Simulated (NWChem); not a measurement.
Molecule: VOCl₃; SMILES [O]=[V]([Cl])([Cl])[Cl]

Computed with NWChem. Pople sets run with spherical d functions. All runs use the structure optimised with PBE0/def2-SVP. Level PBE/6-31G*: energy and gradient on several grids; changes count from the extra-fine grid, which is no exact limit either.

```
grid     size of the energy change (μHa)  largest change of a gradient component (μHa/bohr)
-------  -------------------------------  -------------------------------------------------
xcoarse                             1000                                               5000
coarse                              < 10                                               2000
medium                              < 10                                                600
fine                                < 10                                               1000
xfine                               < 10                                               < 30
```
